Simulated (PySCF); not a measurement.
**Radial density of Cl⁻ (chlorine, charge -1)**

UHF, [Ar], closed-shell 1S. Calculation: PySCF 2.14, in def2-QZVPPD (10s7p5d2f1g, 79 functions); no relativity, point nucleus.

```json
{"r (bohr)": "0.00178", "4πr²ρ (e/bohr)": "0.1205"}
{"r (bohr)": "0.00299", "4πr²ρ (e/bohr)": "0.3272"}
{"r (bohr)": "0.00503", "4πr²ρ (e/bohr)": "0.8638"}
{"r (bohr)": "0.00847", "4πr²ρ (e/bohr)": "2.175"}
{"r (bohr)": "0.0142", "4πr²ρ (e/bohr)": "5.059"}
{"r (bohr)": "0.0240", "4πr²ρ (e/bohr)": "10.31"}
{"r (bohr)": "0.0403", "4πr²ρ (e/bohr)": "16.87"}
{"r (bohr)": "0.0678", "4πr²ρ (e/bohr)": "19.50"}
{"r (bohr)": "0.114", "4πr²ρ (e/bohr)": "14.91"}
{"r (bohr)": "0.192", "4πr²ρ (e/bohr)": "14.50"}
{"r (bohr)": "0.323", "4πr²ρ (e/bohr)": "19.42"}
{"r (bohr)": "0.543", "4πr²ρ (e/bohr)": "10.15"}
{"r (bohr)": "0.913", "4πr²ρ (e/bohr)": "3.586"}
{"r (bohr)": "1.53", "4πr²ρ (e/bohr)": "4.596"}
{"r (bohr)": "2.58", "4πr²ρ (e/bohr)": "1.809"}
{"r (bohr)": "4.34", "4πr²ρ (e/bohr)": "0.2209"}
{"r (bohr)": "7.30", "4πr²ρ (e/bohr)": "0.006893"}
{"r (bohr)": "12.3", "4πr²ρ (e/bohr)": "8.918e-05"}
```
